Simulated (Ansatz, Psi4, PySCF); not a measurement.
BrCl, charge -1, doublet, at the geometry of the source list (a state made from the parent by changing its charge; the spin is typed, not shown lowest). Base run: WB97M-V/def2-SVPD (PySCF).

Geometry (Å):
```xyz
2

Cl     1.0679     0.0000     0.0000
Br    -1.0679     0.0000     0.0000
```
Charge -1, spin multiplicity 2.
Orbitals are unrestricted.
All else is at PySCF's defaults.

The same geometry, method and basis name were run in Ansatz (a first-principles code) and Psi4 and PySCF, at each program's defaults and at the settings that a row names. The base is PySCF at its defaults. Differences at the defaults can come from grids, fitting, cores and function types together.

```
code and settings                                                                             ΔE vs base (mEh)  basis functions       E (Eh)  SCF cycles
--------------------------------------------------------------------------------------------  ----------------  ---------------  -----------  ----------
PySCF, defaults (exact integrals, its default grid, spherical functions)                                 0.000               68  -3033.76307          11
Psi4, defaults (density fitting with its default set, its default grid, spherical functions)             0.257               68  -3033.76282           9
Ansatz, defaults (factorised integrals, its default grid, spherical functions)                           0.001               68  -3033.76307           -
PySCF, density fitting with def2-universal-jkfit                                                        -0.189               68  -3033.76326          11
PySCF, fine grid                                                                                         0.001               68  -3033.76307          11
Psi4, exact integrals, spherical functions, fine grid                                                   -0.006               68  -3033.76308          13
Ansatz, high accuracy                                                                                    0.001               68  -3033.76307           -
```

Open shells are given as the SCF converged; they aren't shown to be the lowest states, and a large step between rows can be another state.
